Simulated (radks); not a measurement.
Q: The mean radii <r> (bohr) of the occupied orbitals of an atom or ion are listed with their occupations. All-electron calculation, Dirac Kohn-Sham, PBE, spin-unpolarised, spherical densities, point nucleus. Program: a radial shooting solver on a logarithmic mesh with Libxc functionals.

| orbital | occ. | <r> |
|---|---|---|
| 1s1/2 | 2 | 0.02037 |
| 2s1/2 | 2 | 0.08588 |
| 2p1/2 | 2 | 0.07147 |
| 2p3/2 | 4 | 0.07875 |
| 3s1/2 | 2 | 0.2249 |
| 3p1/2 | 2 | 0.2146 |
| 3p3/2 | 4 | 0.2283 |
| 3d3/2 | 4 | 0.2012 |
| 3d5/2 | 6 | 0.2055 |
| 4s1/2 | 2 | 0.5081 |
| 4p1/2 | 2 | 0.5172 |
| 4p3/2 | 4 | 0.5487 |
| 4d3/2 | 4 | 0.5775 |
| 4d5/2 | 6 | 0.5887 |
| 5s1/2 | 2 | 1.253 |
| 5p1/2 | 2 | 1.412 |
| 5p3/2 | 4 | 1.520 |
| 4f5/2 | 6 | 0.8111 |
| 4f7/2 | 6 | 0.8305 |

Name the element and its charge. Open shells, if any, fill j = l - 1/2 first.

A: Z = 68, erbium, charge +2: Er2+ in [Xe] 4f12. The 1s radius gives Z: for a bare nucleus <r> = (2 gamma + 1)/(2Z) with gamma = sqrt(1 - (Z/c)^2), 0.02012 bohr for Z = 68, and screening makes it slightly larger (0.02037 here). The occupations add up to 66, and the charge is Z minus that.
